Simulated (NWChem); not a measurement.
System: SnIBr, singlet; SMILES [Br][Sn][I]

```xyz
3

Sn     1.0320     0.4772     0.0000
Br    -0.8756     2.1905     0.0000
I     -0.3954    -1.8967     0.0000
```
Atoms are numbered in this order, from 1.

Low-valent species are run as closed-shell singlets; no triplet was tried in these runs. The geometry was optimised at PBE-D3(BJ)/def2-SVP. def2 effective core potentials on Sn, I; no spin-orbit coupling.

Symmetry labels are those of Cs in the frame above (b1 and b2, or b-type labels, depend on it).

Q: List the 6 lowest vertical singlet excitations from PBE/def2-SVPD with def2 effective core potentials on Sn, I, TDA (NWChem).

A: 
```
state  energy (eV)  oscillator strength  symmetry  leading excitation (squared amplitude)
-----  -----------  -------------------  --------  --------------------------------------
S1            2.53                0.000        a"                      HOMO → LUMO (0.91)
S2            2.87                0.004        a"                    HOMO−1 → LUMO (0.87)
S3            3.27                0.042        a'                    HOMO−2 → LUMO (0.88)
S4            3.80                0.009        a"                    HOMO−4 → LUMO (0.95)
S5            4.00                0.011        a'                    HOMO−3 → LUMO (0.85)
S6            4.45                0.020        a'                    HOMO → LUMO+1 (0.89)
```
